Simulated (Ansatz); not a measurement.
Isolated molecules relaxed with PBE0-D4/def2-TZVP in Ansatz; ΔE leaves out vibrations. CCSD(T)/CBS is the MP2 limit (def2-TZVPP, def2-QZVPP) plus CCSD(T) − MP2 in def2-TZVPP, frozen cores. This one scheme is used for every species. Double bonds are as drawn, so ΔE can hold a change between cis and trans. DFT in def2-TZVPP. B3LYP here is the variant with VWN-RPA as its local correlation; programs differ in this. Each species was taken in one conformer, which may not be the lowest.

Consider the substitution at a C–Si bond: `F/C=C/[SiH3]` + CH₃OH → `CO/C=C/F` + SiH₄.

```tsv
level	ΔE (kcal/mol)	difference from CCSD(T)/CBS
PBE-D4	15.7	-2.7
r2SCAN-D4	16.4	-2.0
PBE0-D4	16.7	-1.7
B3LYP-D4	16.0	-2.4
ωB97X-V	16.0	-2.4
ωB97M-V	17.0	-1.4
B2PLYP	16.9	-1.5
PBE	15.8	-2.6
r2SCAN	16.4	-2.0
PBE0	16.8	-1.6
B3LYP	16.0	-2.4
HF/def2-TZVPP	17.2	-1.2
MP2/def2-TZVPP	18.8	0.4
SCS-MP2/def2-TZVPP	17.9	-0.5
CCSD/def2-TZVPP	17.5	-0.9
CCSD(T)/def2-TZVPP	17.3	-1.1
HF/def2-QZVPP	17.4	-1.0
MP2/def2-QZVPP	19.5	1.1
SCS-MP2/def2-QZVPP	18.7	0.3
HF/CBS(def2)	17.4	-1.0
MP2/CBS(def2)	20.0	1.6
CCSD/CBS(def2)	18.7	0.3
CCSD(T)/CBS	18.4	0
```

Largest T1 diagnostic among the species: 0.012.

From PBE to PBE0 (25 % exact exchange), in def2-TZVPP and without D4, ΔE moves by +1.0 kcal/mol.
